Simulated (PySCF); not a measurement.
# Property card for `[SiH2]O[SiH](O[SiH3])O[SiH3]` [radical]

Species: H9O3Si4 (doublet state).
Numbering: `[SiH2:1][O:2][SiH:3]([O:4][SiH3:5])[O:6][SiH3:7]` (hydrogens: H8, H9 on Si1; H10 on Si3; H11, H12, H13 on Si5; H14, H15, H16 on Si7)

Structure used (GFN2-xTB), in Å, numbered top down from 1:
```xyz
16
H9O3Si4 angstrom
Si    -0.4108    2.4417   -0.2585
O     -0.1679    1.1291   -1.1890
Si     0.0688   -0.4619   -1.0804
O      1.4470   -0.7653   -0.3013
Si     2.4920   -0.3370    0.8589
O     -1.1422   -1.1504   -0.2683
Si    -2.2263   -1.0305    0.9281
H      0.7266    2.6232    0.6400
H     -1.6999    2.3164    0.4160
H      0.1318   -1.0107   -2.4092
H      1.7722    0.0028    2.0903
H      3.2463    0.8210    0.3744
H      3.3185   -1.5309    1.0114
H     -2.6577   -2.4118    1.1188
H     -3.3088   -0.1588    0.4653
H     -1.5970   -0.4680    2.1269
```

GFN2-xTB geometry:

```
Rotational constants A, B, C of the GFN2-xTB geometry : 1.266, 0.955, 0.706 GHz
```

UKS B3LYP, pcH-1 on H O Si, non-relativistic, mean-field spin-orbit, GIAO (PySCF):

```
Isotropic g value                                                      : 2.00263
Principal g values                                                     : 2.00173, 2.00210, 2.00406
Spin squared ⟨S²⟩                                                      : 0.751
Largest Mulliken spin population                                       : 0.91 on Si1
Largest isotropic hyperfine couplings (means over sets of like nuclei) : 29Si -617.4 (Si1), 1H +84.0 (H8/H9), 17O -50.8 (O2), 29Si -29.9 (Si3), 1H +1.8 (H11/H12/H13/H14/H15/H16) MHz
```

Monoisotopic mass from the formula: 168.9629 u.

⟨S²⟩ is 0.001 above the pure-spin value S(S + 1) = 0.75. The rotational constants make it an asymmetric top with κ = (2B − A − C)/(A − C) = -0.11, nearer the prolate limit (−1). At 9.50 GHz, hν = g·μB·B₀ (B₀ the magnetic field) puts the centre of the isotropic spectrum, to first order, at 338.9 mT. With B = h/(8π²I), that is 505.379 GHz u Å² over I, the principal moments of inertia are 399.3, 529.4 and 715.4 u Å² (most abundant isotopes); the inertial defect Ic − Ia − Ib is -213.3 u Å² (zero for a rigid planar frame, negative otherwise).

Isolated species at its GFN2-xTB geometry (one conformer only). Hyperfine couplings depend on the geometry, which wasn't re-optimised at a DFT level. Couplings of like nuclei are plain means over topologically equivalent atoms, as if these changed places fast (by rotation of a methyl-like group, say); in this geometry the members of some sets differ.
